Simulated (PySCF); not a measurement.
**Telling isomers of C$_{5}$H$_{4}$F$_{2}$O apart by NMR**

All values are calculated (PySCF): GFN2-xTB geometry, NMR shieldings at PBE0/pcSseg-1/GIAO. One averaged value for each set of equivalent atoms, one conformer, in vacuum, no relativistic terms.

Referencing at the same level of theory: 1H (31.72 ppm) and 13C (186.93 ppm) against TMS. Splittings of carbon signals by F and P are missing where no couplings were computed. Where no couplings were computed, multiplicities follow the n + 1 count of equivalent neighbours, and m marks all less simple cases (inequivalent or close neighbours, rings, F or P nearby). Shifts are as computed. Against solution values, carbons near 30 ppm lie about +3 ppm off and those near 130 ppm about +5 ppm. Of 1211 compounds with measured shifts, 218 miss one by over three times the rms of a fit or turn the order of signals round; such compounds aren't used in these exercises.

(1) Tabulate the signals of `CO/C(F)=C1C=C\1F`, `FC1=COC(F)=CC1`, `FC(F)c1ccco1`, `C=C/C(=C\F)C(=O)F` and their relative energies.

(2) What is the quickest way to tell FC1=COC(F)=CC1 from FC(F)c1ccco1?

(3) What is the quickest way to tell CO/C(F)=C1C=C\1F from FC(F)c1ccco1?

(4) What is the quickest way to tell FC(F)c1ccco1 from C=C/C(=C\F)C(=O)F?

## Answers

(1) 
```json
{"SMILES": "CO/C(F)=C1C=C\\1F", "carbon types": "3×C 1×CH 1×CH3", "δC": "161.2, 152.6, 92.7, 91.7, 59.5", "δH": "5.78 (m, 1H), 3.88 (s, 3H)", "E rel. (kcal/mol)": "86.6"}
{"SMILES": "FC1=COC(F)=CC1", "carbon types": "2×C 2×CH 1×CH2", "δC": "167.2, 158.0, 134.0, 77.0, 28.4", "δH": "6.86 (m, 1H), 4.41 (m, 1H), 3.41 (m, 2H)", "E rel. (kcal/mol)": "17.4"}
{"SMILES": "FC(F)c1ccco1", "carbon types": "1×C 4×CH", "δC": "157.0, 147.6, 118.8, 118.6, 115.9", "δH": "7.53 (m, 1H), 7.27 (m, 1H), 6.96 (m, 1H), 6.88 (m, 1H)", "E rel. (kcal/mol)": "0.0"}
{"SMILES": "C=C/C(=C\\F)C(=O)F", "carbon types": "2×C 2×CH 1×CH2", "δC": "175.6, 161.9, 130.5, 128.8, 117.6", "δH": "8.02 (m, 1H), 7.11 (m, 1H), 6.88 (m, 1H), 5.99 (m, 1H)", "E rel. (kcal/mol)": "4.6"}
```

Energies are electronic energies at PBE0/pcSseg-1 on these geometries, without zero-point or thermal terms, each for the one conformer computed, which needn't be the lowest.

(2) Both give the same number of carbon signals, but DEPT or the intensities differ. The first has an allylic sp3 CH2 at 28.4 ppm, the second an sp3 CH bonded to 2 F, on an aromatic ring at 115.9 ppm. Their most deshielded carbons lie at 167.2 and 157.0 ppm. In the proton spectra the most deshielded non-exchanging signals are 6.86 (m, 1H) and 7.53 (m, 1H).

(3) Both give the same number of carbon signals, but DEPT or the intensities differ. The first has a β carbon of an enol-ether or enamine type C=C (C) at 92.7 ppm, the second an aromatic CH next to the ring oxygen at 147.6 ppm. Their most deshielded carbons lie at 161.2 and 157.0 ppm. In the proton spectra the most deshielded non-exchanging signals are 5.78 (m, 1H) and 7.53 (m, 1H).

(4) Both give the same number of carbon signals, but DEPT or the intensities differ. The first has an aromatic CH next to the ring oxygen at 147.6 ppm, the second a terminal =CH2 carbon at 130.5 ppm. Their most deshielded carbons lie at 157.0 and 175.6 ppm. In the proton spectra the most deshielded non-exchanging signals are 7.53 (m, 1H) and 8.02 (m, 1H).
